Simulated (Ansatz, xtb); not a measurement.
**C5H7BO: 6 structures ranked**

6 gas-phase structures of C5H7BO, from a drawn sample of its isomers (lower ones may exist). Each was relaxed with GFN2-xTB:

A. `Bc1ccc(C)o1`, a singlet
B. `Bc1ccoc1C`, a singlet
C. `Bc1cc(C)co1`, a singlet
D. `Bc1cocc1C`, a singlet
E. `Bc1coc(C)c1`, a singlet
F. `Bc1occc1C`, a singlet

Problem. Which do you expect lowest at r2SCAN-D4/def2-SVP, and how would the others follow?

Solution. Calculated order at r2SCAN-D4/def2-SVP: A (0.0), F (11.1), C (13.5), B (16.8), E (21.3), D (26.1) kJ/mol. Less than 1 kcal/mol parts F and C; C and B, so the order within those pairs means little.

Energies above the lowest of each column, in kJ/mol; the last columns are at B3LYP-D3(BJ)/def2-SVP geometries:

```tsv
structure	GFN2-xTB	HF/STO-3G	r2SCAN-D4/def2-SVP	B3LYP-D3(BJ)/def2-SVP	CCSD(T)/def2-SVP + ΔMP2/def2-TZVPP
A	0.0	0.0	0.0	0.0	0.0
F	3.7	10.9	11.1	10.1	9.8
C	5.2	10.9	13.5	14.7	13.9
B	12.5	9.5	16.8	13.4	8.4
E	15.5	11.8	21.3	16.8	11.4
D	16.6	18.8	26.1	25.2	20.3
```

Every level run on A puts it lowest or level with the lowest. CCSD(T)/def2-SVP + ΔMP2/def2-TZVPP orders those it was run on as A (0.0), B (8.4), F (9.8), E (11.4), C (13.9), D (20.3) kJ/mol. Less than 1 kcal/mol parts B and F; F and E; E and C, so the order within those pairs means little. Flexible structures stand in one conformer each, not always the lowest. ΔMP2 is the change of the MP2 energy from the smaller to the larger basis.

Over these structures GFN2-xTB departs from r2SCAN-D4/def2-SVP by 2.5 kJ/mol on average once a common shift is removed. A GFN2-xTB relaxation took about 0.069 s and the r2SCAN-D4/def2-SVP energy about 2.8 s on a shared host (Ansatz 0.2.0, xtb 6.7.1).
